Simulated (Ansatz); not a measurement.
Cost and result up the ladder for Si(vinyl)3(NMe2) (C8H15NSi) (25 atoms). Charge 0, multiplicity 1. Geometry: PBE-D4/def2-SVP.

```tsv
atom	x (Å)	y (Å)	z (Å)
Si1	-0.414	-0.123	0.049
C2	-0.784	-1.150	-1.487
C3	-0.327	-0.834	-2.716
H4	-1.457	-2.023	-1.388
H5	0.337	0.036	-2.869
H6	-0.592	-1.416	-3.616
C7	-0.175	-1.276	1.521
C8	0.013	-2.609	1.427
H9	-0.110	-0.820	2.529
H10	-0.026	-3.132	0.454
H11	0.217	-3.245	2.307
C12	-1.850	1.042	0.390
C13	-2.690	0.920	1.437
H14	-2.053	1.841	-0.350
H15	-2.556	0.133	2.200
H16	-3.555	1.591	1.583
N17	1.015	0.856	-0.271
C18	1.178	2.201	0.244
C19	2.273	0.201	-0.579
H20	1.805	2.240	1.171
H21	0.197	2.652	0.489
H22	1.676	2.860	-0.508
H23	2.097	-0.821	-0.972
H24	2.840	0.765	-1.357
H25	2.943	0.109	0.313
```

Ansatz on 2 threads of AMD EPYC 7R13 on a shared host and a share (18 GiB) of an NVIDIA H100 80GB HBM3. Times are rough, and most runs start from the orbitals of an earlier one. CAM-B3LYP-D4/def2-TZVP serves as the yardstick here, not as an exact answer. Differences are given only for rows in sets of like size (and for xTB, whose basis is part of the method), since another set adds its own error. Binding counts from free atoms at the same level (Si triplet, C triplet, H doublet, N quartet; other spins of the atoms weren't run), without zero-point energy or a counterpoise term.

B3LYP takes the VWN-RPA correlation. Correlated methods freeze 14 core orbitals. Single mean-field runs in def2-TZVP are fitted with def2-universal-jkfit.

Run but left out: HF/STO-3G, HF/6-31G (restricted singlet, unstable in another Hartree–Fock run and untested here).

Correlated methods converge slowly with the basis.

```json
{"level": "CCSD(T)/def2-TZVP", "functions": "406", "binding energy per atom (eV)": "4.09", "difference from CAM-B3LYP-D4/def2-TZVP (eV)": "-0.16", "remarks": "restricted SCF unstable"}
{"level": "PBE0-D4/def2-TZVP", "functions": "406", "binding energy per atom (eV)": "4.26", "difference from CAM-B3LYP-D4/def2-TZVP (eV)": "0.01", "remarks": "–"}
{"level": "B3LYP-D4/def2-TZVP (with forces)", "functions": "406", "binding energy per atom (eV)": "4.24", "difference from CAM-B3LYP-D4/def2-TZVP (eV)": "-0.01", "remarks": "–"}
{"level": "r2SCAN-D4/def2-TZVP (with forces)", "functions": "406", "binding energy per atom (eV)": "4.24", "difference from CAM-B3LYP-D4/def2-TZVP (eV)": "-0.01", "remarks": "–"}
{"level": "PBE-D4/def2-SVP", "functions": "219", "binding energy per atom (eV)": "4.36", "difference from CAM-B3LYP-D4/def2-TZVP (eV)": "–", "remarks": "–"}
{"level": "B97M-V/def2-TZVP", "functions": "406", "binding energy per atom (eV)": "4.23", "difference from CAM-B3LYP-D4/def2-TZVP (eV)": "-0.02", "remarks": "–"}
{"level": "PBE-D4/def2-TZVP", "functions": "406", "binding energy per atom (eV)": "4.33", "difference from CAM-B3LYP-D4/def2-TZVP (eV)": "0.08", "remarks": "–"}
{"level": "PBE0-D4/def2-SVP", "functions": "219", "binding energy per atom (eV)": "4.30", "difference from CAM-B3LYP-D4/def2-TZVP (eV)": "–", "remarks": "–"}
{"level": "B3LYP-D4/6-31G", "functions": "124", "binding energy per atom (eV)": "4.12", "difference from CAM-B3LYP-D4/def2-TZVP (eV)": "–", "remarks": "–"}
{"level": "CAM-B3LYP-D4/def2-TZVP", "functions": "406", "binding energy per atom (eV)": "4.25", "difference from CAM-B3LYP-D4/def2-TZVP (eV)": "0.00", "remarks": "–"}
```

**Question.** Estimate how long each takes.

**Answer.** B3LYP-D4/6-31G 2.7 s; PBE-D4/def2-TZVP 3 s; PBE0-D4/def2-TZVP 3.1 s; PBE-D4/def2-SVP 3.7 s; PBE0-D4/def2-SVP 3.8 s; CAM-B3LYP-D4/def2-TZVP 4.5 s; r2SCAN-D4/def2-TZVP (with forces) 4.6 s; B3LYP-D4/def2-TZVP (with forces) 5.5 s; B97M-V/def2-TZVP 7 s; CCSD(T)/def2-TZVP 39 s. On shared hardware such times vary by a factor of up to 3.
